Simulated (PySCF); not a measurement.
From one molecule to another.

First species: C4H3N.
Structure used (GFN2-xTB), in Å, numbered top down from 1:
```xyz
8
C4H3N angstrom
C      2.321   -0.019   -0.093
C      1.128   -0.174   -0.160
C     -0.236   -0.317   -0.216
N     -1.236   -0.964   -0.634
C     -1.526    0.228    0.204
H      3.363    0.096   -0.046
H     -1.879    0.056    1.213
H     -1.927    1.103   -0.292
```

Second species: C3HCl2FO.
InChI=1S/C3HCl2FO/c4-3(5)2(6)1-7/h3H

Levels: PBE0/def2-SVPD for dipole moment, HOMO energy, LUMO energy, HOMO–LUMO gap, static isotropic polarisability and electronic spatial extent ⟨r²⟩ about the centre of nuclear charge; TDDFT PBE0/def2-SVPD for lowest singlet excitation; TDA PBE0/def2-SVPD for lowest triplet excitation (Tamm–Dancoff); GFN2-xTB for rotational constant A and rotational constant C. Geometries: GFN2-xTB. Each structure is a single optimised conformer of the isolated species, non-relativistic unless stated; the electronic structure was computed with PySCF and density fitting.

The conformers computed, where there is a choice (atom-mapped SMILES and torsion angles):
- `[O:1]=[C:2]=[C:3]([F:4])[CH:5]([Cl:6])[Cl:7]`: C2–C3–C5–Cl6 -63°

(1) Which of the two has the higher rotational constant C, and by how much?

(2) Which of the two has the higher LUMO energy, and by how much?

(3) Which has the higher T1 energy?

(4) Which has the higher ⟨r²⟩?

(5) Which has the higher HOMO–LUMO gap?

(6) Which of the two has the higher static isotropic polarisability, and by how much?

(7) Which of the two has the higher S1 energy, and by how much?

(8) Which of the two has the higher HOMO energy, and by how much?

Results:

(1) The first: 3.039 GHz against 1.174 GHz, a difference of 1.865 GHz.

(2) The first: -1.96 eV against -2.85 eV, a difference of 0.89 eV.

(3) The first: 3.34 eV against 2.08 eV, a difference of 1.26 eV.

(4) The second: 1075 bohr² against 401 bohr², a difference of 674 bohr².

(5) The first: 5.75 eV against 4.63 eV, a difference of 1.12 eV.

(6) The second: 67.3 au against 52.5 au, a difference of 14.8 au.

(7) The first: 3.94 eV against 2.55 eV, a difference of 1.39 eV.

(8) The second: -7.48 eV against -7.71 eV, a difference of 0.23 eV.

On the first: The polarisability is 7.78 Å³ as a volume (1 au = 0.148185 Å³), or 1.54 au for each of the 34 electrons. No computed singlet falls in the visible range (750 to 380 nm, 1.65 to 3.26 eV); S1 lies 0.68 eV above its blue end.

On the second: 1 of the 8 computed singlets lies in the visible range (750 to 380 nm, 1.65 to 3.26 eV), with an oscillator strength of 0.000. The principal polarisabilities are 59.9, 65.6 and 76.5 au; their mean is the isotropic value.
